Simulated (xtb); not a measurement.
Input for xtb: GFN-FF on C3H8O (a complex).

```
$ xtb mol.xyz --gfnff --sp --chrg 0 --uhf 0
12

H     -0.34819692    -0.23171982    -0.37029810
H     -0.25523136    -0.43205205     0.34241316
C      0.47785392    -0.27660333     5.14180017
C      0.28825424     0.02247112     3.67150134
C      0.35028577     1.47823129     3.26712781
O      0.09688174    -0.85735026     2.86396154
H      1.46926033     0.05265599     5.46380681
H     -0.24951239     0.27830614     5.73943911
H      0.36990721    -1.34316267     5.32349870
H      0.25221105     1.57434641     2.18873937
H     -0.45184249     2.03451982     3.75927385
H      1.29207402     1.92416623     3.59617624
```

The log:

```
[...]
           -------------------------------------------------
          |                Calculation Setup                |
           -------------------------------------------------



molecular fragmentation (1/2 indicates fragments):
112222222222
# atoms in fragment 1/2:     2    10
 fragment masses (1/2) :        2.02       58.08
CMA distance (Bohr)    :   7.230
constraining FC (au)   :  0.0500

          ==================== Thresholds ====================
          CN  :   150.00000
          rep :   500.00000
          disp:  2500.00000
          HB1 :   250.00000
          HB2 :   450.00000

          Pauling EN used:
          Z : 1  EN :  2.20
          Z : 6  EN :  2.55
          Z : 8  EN :  3.44
          electric field strengths (au): 0.000

           -------------------------------------------------
          |           Force Field Initialization            |
           -------------------------------------------------

          distances ...
          ----------------------------------------
          generating topology and atomic info file ...
          pair mat ...
          computing topology distances matrix with Floyd-Warshall algo ...
          making topology EEQ charges ...
          #fragments for EEQ constrain: 2
          ----------------------------------------
          generating topology and atomic info file ...
          pair mat ...
          computing topology distances matrix with Floyd-Warshall algo ...
          making topology EEQ charges ...
          rings ...
          # BATM   42
          # H in HB   6
          doing iterative Hueckel for 1 subsystem(s) ...

  atom   neighbors  erfCN metchar sp-hybrid imet pi  qest     coordinates
    1  H       1    0.89   0.07         0    0    0   0.000   -0.657997   -0.437887   -0.699762
    2  H       1    0.89   0.07         0    0    0  -0.000   -0.482317   -0.816460    0.647067
    3  C       4    3.49   0.00         3    0    0  -0.059    0.903013   -0.522705    9.716594
    4  C       3    2.78   0.00         2    0    1   0.122    0.544722    0.042464    6.938132
    5  C       4    3.49   0.00         3    0    0  -0.059    0.661944    2.793452    6.173977
    6  O       1    0.98   0.00         2    0    1  -0.391    0.183080   -1.620157    5.412103
    7  H       1    0.97   0.00         0    0    0   0.065    2.776500    0.099505   10.325098
    8  H       1    0.97   0.00         0    0    0   0.065   -0.471510    0.525922   10.845968
    9  H       1    0.97   0.00         0    0    0   0.065    0.699023   -2.538210   10.059955
   10  H       1    0.97   0.00         0    0    0   0.065    0.476610    2.975084    4.136118
   11  H       1    0.97   0.00         0    0    0   0.065   -0.853859    3.844685    7.103998
   12  H       1    0.97   0.00         0    0    0   0.065    2.441666    3.636147    6.795788

          #atoms :   12
          #bonds :   10
          #angl  :   15
          #tors  :   13
          #nmol  :   2
          #optfrag :   2
           -------------------------------------------------
          |                   G F N - F F                   |
          |          A general generic force-field          |
          |                  Version 1.0.3                  |
           -------------------------------------------------
          Number of HB bonds (bound hydrogen)     0
          Number of HB bonds (unbound hydrogen)   0
          Number of XB bonds                      0

 E+G (total)                   0 d,  0 h,  0 min,  0.000 sec
 distance/D3 list               ...        0 min,  0.000 sec (  0.839%)
 non bonded repulsion           ...        0 min,  0.000 sec ( 18.164%)
Note: The following floating-point exceptions are signalling: IEEE_UNDERFLOW_FLAG IEEE_DENORMAL
normal termination of xtb
 dCN                            ...        0 min,  0.000 sec (  4.378%)
 EEQ energy and q               ...        0 min,  0.000 sec ( 16.990%)
 D3                             ...        0 min,  0.000 sec ( 17.132%)
 EEQ gradient                   ...        0 min,  0.000 sec (  2.401%)
 bonds                          ...        0 min,  0.000 sec (  8.295%)
 bend and torsion               ...        0 min,  0.000 sec ( 11.407%)
 bonded ATM                     ...        0 min,  0.000 sec (  6.412%)
 HB/XB (incl list setup)        ...        0 min,  0.000 sec (  7.976%)

         :::::::::::::::::::::::::::::::::::::::::::::::::::::
         ::                     SUMMARY                     ::
         :::::::::::::::::::::::::::::::::::::::::::::::::::::
         :: total energy              -1.718139822727 Eh    ::
         :: gradient norm              0.074911803682 Eh/a0 ::
         ::.................................................::
         :: bond energy               -1.746738303163 Eh    ::
         :: angle energy               0.000506580542 Eh    ::
         :: torsion energy             0.002601133777 Eh    ::
         :: repulsion energy           0.101328864573 Eh    ::
         :: electrostat energy        -0.071556653116 Eh    ::
         :: dispersion energy         -0.004031806393 Eh    ::
         :: HB energy                  0.000000000000 Eh    ::
         :: XB energy                  0.000000000000 Eh    ::
         :: bonded atm energy         -0.000249638947 Eh    ::
         :: external energy            0.000000000000 Eh    ::
         :: add. restraining           0.000000000000 Eh    ::
         :: total charge              -0.000000000000 e     ::
         :::::::::::::::::::::::::::::::::::::::::::::::::::::

           -------------------------------------------------
          |                Property Printout                |
           -------------------------------------------------

molecular dipole:
                 x           y           z       tot (Debye)
 q only:        0.240       1.067       1.031       3.819

           -------------------------------------------------
          | TOTAL ENERGY               -1.718139822727 Eh   |
          | GRADIENT NORM               0.074911803682 Eh/α |
           -------------------------------------------------
########################################################################
[WARNING] Runtime exception occurred
-1- gfnff_setup: Could not read topology file.
########################################################################

------------------------------------------------------------------------
------------------------------------------------------------------------
 total:
 SCF:
```

The run finished.

Cost: around 0.020 core-seconds (rough).
